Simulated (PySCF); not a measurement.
**Pt³⁴⁺: ionisation energy**

Pt³⁴⁺ [Kr] 4d8 [4d3/2^4 4d5/2^4, M_J = 4] → Pt³⁵⁺ [Kr] 4d7 [4d3/2^4 4d5/2^3, M_J = 9/2], as a difference of total energies. Calculation: PySCF 2.14, in an uncontracted even-tempered set (17 s from 3.5 bohr⁻², ratio 2.8; 14 p from 4.6 bohr⁻², ratio 2.8; 9 d from 4.6 bohr⁻², ratio 2.8; 3 f from 21 bohr⁻², ratio 3); the two-component X2C-1e Hamiltonian. Correlated levels: [Ar] 3d10 frozen; the 92 highest virtual spinors dropped. "Screened" scales the spin-orbit matrix elements by Boettger's factors to mimic the two-electron term; Breit and QED terms are absent.

| method | ionisation energy (eV) |
| --- | --- |
| GHF (spin-free) | 1516.1 |
| GMP2 (spin-free) | 1516.5 |
| GHF (screened spin-orbit) | 1507.8 |
| GMP2 (screened spin-orbit) | 1508.2 |

Breit and QED terms and the two-electron picture change are absent.

The spin-free rows relax to the high-spin LS determinant and lack the spin-orbit shift.

The labels give the starting determinants; with spin-orbit coupling the two ends relaxed to ⟨J²⟩ = 20.00, ⟨L²⟩ = 13.07, ⟨S²⟩ = 1.87 and ⟨J²⟩ = 24.75, ⟨L²⟩ = 15.71, ⟨S²⟩ = 2.68.

For comparison: 1509 ± 5 eV (theoretical estimate listed by NIST; NIST Atomic Spectra Database, ionization energies).
